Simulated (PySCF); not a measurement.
Telling isomers of C9H7F3 apart by NMR

- shielding tensors at PBE0/pcSseg-1 (GIAO)
- GFN2-xTB structure
- run in PySCF 2.14.0 with density-fitted response routines
- relativity neglected, one computed conformer, isolated molecule, fast rotation and ring inversion assumed for equivalent nuclei

δ = σ(ref) − σ, references computed at the same level: ¹H (σref 31.72), ¹³C (σref 186.93) against TMS. Splittings of carbon signals by F and P are missing where no couplings were computed. Where no couplings were computed, multiplicities follow the n + 1 count of equivalent neighbours, and m marks all less simple cases (inequivalent or close neighbours, rings, F or P nearby). Shifts are as computed. Against solution values, carbons near 30 ppm lie about +3 ppm off and those near 130 ppm about +5 ppm. Of 1211 compounds with measured shifts, 218 miss one by over three times the rms of a fit or turn the order of signals round; such compounds aren't used in these exercises.

(1) Tabulate the signals of `C=C1C=CC=CC(C(F)(F)F)=C1`, `C=C(F)/C=C1/C(=C)C(F)=C1CF`, `Cc1cccc(C(F)=C(F)F)c1`, `C=C/C=C1\C=C(C(F)(F)F)C1=C`, `C=C(c1ccccc1)C(F)(F)F` and their relative energies.

(2) What is the quickest way to tell C=C/C=C1\C=C(C(F)(F)F)C1=C from C=C(c1ccccc1)C(F)(F)F?

(3) What is the quickest way to tell Cc1cccc(C(F)=C(F)F)c1 from C=C/C=C1\C=C(C(F)(F)F)C1=C?

(4) What is the quickest way to tell C=C1C=CC=CC(C(F)(F)F)=C1 from Cc1cccc(C(F)=C(F)F)c1?

## Answers

(1) 
| SMILES | carbon types | δC | δH | E rel. (kcal/mol) |
| --- | --- | --- | --- | --- |
| C=C1C=CC=CC(C(F)(F)F)=C1 | 3×C 5×CH 1×CH2 | 151.6, 148.4, 146.9, 140.8, 136.0, 135.5, 134.2, 133.2, 123.1 | 6.60 (m, 1H), 6.11 (d, 1H), 5.97 (m, 1H), 5.95 (m, 1H), 5.69 (m, 1H), 4.91 (m, 1H), 4.88 (m, 1H) | 27.0 |
| C=C(F)/C=C1/C(=C)C(F)=C1CF | 5×C 1×CH 3×CH2 | 174.8, 172.5, 151.7, 143.4, 140.9, 107.9, 100.3, 98.2, 83.6 | 5.77 (m, 1H), 5.72 (m, 2H), 5.16 (m, 1H), 5.02 (m, 1H), 5.01 (m, 1H), 4.70 (m, 1H) | 74.4 |
| Cc1cccc(C(F)=C(F)F)c1 | 4×C 4×CH 1×CH3 | 170.1, 144.6, 139.3, 134.6, 134.5, 132.9, 129.3, 125.6, 24.3 | 7.73 (m, 1H), 7.72 (m, 1H), 7.70 (m, 1H), 7.48 (d, 1H), 2.55 (s, 3H) | 17.4 |
| C=C/C=C1\C=C(C(F)(F)F)C1=C | 4×C 3×CH 2×CH2 | 152.3, 151.9, 150.6, 146.0, 140.3, 129.8, 128.1, 125.8, 104.2 | 7.64 (m, 1H), 6.87 (m, 1H), 6.32 (d, 1H), 5.76 (m, 1H), 5.67 (m, 1H), 5.35 (m, 1H), 5.31 (m, 1H) | 60.3 |
| C=C(c1ccccc1)C(F)(F)F | 3×C 5×CH 1×CH2 | 150.4, 139.8, 135.0, 134.2, 133.2, 133.2, 127.4 | 7.83 (m, 2H), 7.73 (m, 2H), 7.70 (m, 1H), 6.35 (m, 1H), 6.11 (m, 1H) | 0.0 |

Energies are electronic energies at PBE0/pcSseg-1 on these geometries, without zero-point or thermal terms, each for the one conformer computed, which needn't be the lowest.

(2) Count the carbon signals: 9 against 7. The first has a terminal =CH2 carbon at 104.2 ppm, the second an aromatic CH at 133.2 ppm. Their most deshielded carbons lie at 152.3 and 150.4 ppm.

(3) Both give the same number of carbon signals, but DEPT or the intensities differ. The first has a methyl carbon on an aromatic ring (CH3) at 24.3 ppm, the second a terminal =CH2 carbon at 128.1 ppm. Their most deshielded carbons lie at 170.1 and 152.3 ppm.

(4) Both give the same number of carbon signals, but DEPT or the intensities differ. The first has a terminal =CH2 carbon at 123.1 ppm, the second a methyl carbon on an aromatic ring (CH3) at 24.3 ppm. Their most deshielded carbons lie at 151.6 and 170.1 ppm. In the proton spectra the most deshielded non-exchanging signals are 6.60 (m, 1H) and 7.73 (m, 1H).
